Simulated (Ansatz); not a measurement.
This geometry of Cl2H5InO2Si (11 atoms, charge 0, multiplicity 1) is a first-order saddle point.

All numbers below come from RKS B3LYP/def2-SVP (Ansatz).

```xyz
11
Properties=species:S:1:pos:R:3
In 0.073 0.102 -0.016
O -0.457 -0.354 2.003
H -1.398 -0.336 2.232
Cl 1.835 -1.151 -0.919
Cl -1.728 0.881 -1.310
O 0.754 1.557 1.468
Si 1.866 2.743 1.899
H 3.184 2.141 2.247
H 2.031 3.668 0.745
H 1.336 3.485 3.078
H 0.162 0.765 2.093
```

Q: Which two structures does it join? (They come from a converged band through this point; their orientation in space is the band's.)

A: Bonds broken: O6–H11. Bonds formed: O2–H11.

Image 0:

```xyz
11
Properties=species:S:1:pos:R:3
In -0.035 0.039 0.096
O -0.497 -0.564 1.992
H -1.398 -0.897 2.107
Cl 2.038 -0.606 -0.819
Cl -1.782 0.735 -1.329
O 0.580 1.712 1.546
Si 1.882 2.767 1.863
H 3.054 2.005 2.372
H 2.179 3.415 0.564
H 1.443 3.762 2.878
H 0.193 1.130 2.250
```

Image 8:

```xyz
11
Properties=species:S:1:pos:R:3
In 0.345 0.317 0.058
O -0.602 -0.554 1.969
H -1.570 -0.513 2.014
Cl 1.940 -1.179 -0.794
Cl -1.596 0.858 -1.167
O 0.866 1.600 1.548
Si 1.895 2.881 1.789
H 3.290 2.423 2.071
H 1.937 3.781 0.594
H 1.413 3.669 2.963
H -0.258 0.217 2.474
```

Q: How far does it lie above each of them?

A: 12.6 kJ/mol above the first and 34.1 kJ/mol above the second. This is the barrier of this one path; another mechanism may lie lower. The orbitals stay closed-shell, which can raise the energy where a bond breaks towards radicals; this wasn't checked here.

The run took 6.9 min on 4 threads of Arm Neoverse V2, with other jobs on the host, peak memory 0.41 GiB.
